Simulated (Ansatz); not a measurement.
Ideal-gas functions of H3InS (`[SH][InH2]`) at 500 K and 1 bar, from an Ansatz frequency run at PBE0-D4/def2-TZVP.

Molar mass 149.91 g/mol, point group Cs (symmetry number 1), electronic degeneracy 1, moments of inertia 6.585, 150.195, 156.78 u Å². Harmonic wavenumbers (cm⁻¹, unscaled): 346, 347, 355, 522, 576, 668, 1850, 1864, 2718.

Use S(trans) = R[1.5 ln M + 2.5 ln T − 1.1517]; rotational temperatures θ = 24.2544 K / I; S(rot) = R[ln(√π/σ · √(T³/θAθBθC)) + 1.5]; for each mode x = 1.438777 ν̃/T, S = R[x/(eˣ − 1) − ln(1 − e⁻ˣ)] and H = RT x/(eˣ − 1); 1 cm⁻¹ = 0.0119627 kJ/mol; R = 8.31446 J/(mol·K).

By hand: the entropy, in J/(mol·K).

Translation 182.1. Rotation: θ = 3.6833, 0.1615, 0.1547 K, giving 104.7. Vibration, mode by mode: 8.69, 8.66, 8.49, 5.67, 5.00, 4.05, 0.26, 0.25, 0.03, in all 41.1. Electronic 0.0. Sum 327.9 J/(mol·K).

By hand: H − E and G − E in kJ/mol, counted from the electronic energy.

Zero-point energy ½ × 9246 × 0.0119627 = 55.3; thermal vibration 12.2; translation, rotation and pV give 4 RT = 16.6. H − E = 84.1 kJ/mol, and G − E = 84.1 − 500 × 327.9/1000 = -79.8 kJ/mol.

Vibration gives 13 % of the entropy.
